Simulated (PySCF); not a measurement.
# Radial density of N²⁺ (nitrogen, charge +2)

HSE06, [He] 2s1 2p1 3s1, high-spin 4P determinant (an excited configuration). Calculation: PySCF 2.14, in dyall-acv3z (15s9p4d2f, 76 functions); scalar relativity by spin-free X2C-1e.

```json
{"r (bohr)": "0.00309", "4πr²ρ (e/bohr)": "0.02487", "4πr²(ρα − ρβ)": "0.0010"}
{"r (bohr)": "0.00520", "4πr²ρ (e/bohr)": "0.06751", "4πr²(ρα − ρβ)": "0.0028"}
{"r (bohr)": "0.00875", "4πr²ρ (e/bohr)": "0.1799", "4πr²(ρα − ρβ)": "0.0076"}
{"r (bohr)": "0.0147", "4πr²ρ (e/bohr)": "0.4643", "4πr²(ρα − ρβ)": "0.0196"}
{"r (bohr)": "0.0248", "4πr²ρ (e/bohr)": "1.134", "4πr²(ρα − ρβ)": "0.0477"}
{"r (bohr)": "0.0416", "4πr²ρ (e/bohr)": "2.524", "4πr²(ρα − ρβ)": "0.1051"}
{"r (bohr)": "0.0700", "4πr²ρ (e/bohr)": "4.799", "4πr²(ρα − ρβ)": "0.1944"}
{"r (bohr)": "0.118", "4πr²ρ (e/bohr)": "7.021", "4πr²(ρα − ρβ)": "0.2635"}
{"r (bohr)": "0.198", "4πr²ρ (e/bohr)": "6.697", "4πr²(ρα − ρβ)": "0.2199"}
{"r (bohr)": "0.333", "4πr²ρ (e/bohr)": "3.408", "4πr²(ρα − ρβ)": "0.3124"}
{"r (bohr)": "0.561", "4πr²ρ (e/bohr)": "1.748", "4πr²(ρα − ρβ)": "1.2743"}
{"r (bohr)": "0.943", "4πr²ρ (e/bohr)": "1.977", "4πr²(ρα − ρβ)": "1.9654"}
{"r (bohr)": "1.59", "4πr²ρ (e/bohr)": "0.7381", "4πr²(ρα − ρβ)": "0.7381"}
{"r (bohr)": "2.67", "4πr²ρ (e/bohr)": "0.4624", "4πr²(ρα − ρβ)": "0.4624"}
{"r (bohr)": "4.49", "4πr²ρ (e/bohr)": "0.1261", "4πr²(ρα − ρβ)": "0.1261"}
{"r (bohr)": "7.55", "4πr²ρ (e/bohr)": "0.002674", "4πr²(ρα − ρβ)": "0.0027"}
```

Densities and radii are taken from the X2C orbitals without a picture-change correction, which distorts them close to the nucleus.

The outer electron is Rydberg-like, and this basis confines it to a smaller radius and binds it less than a complete one would.
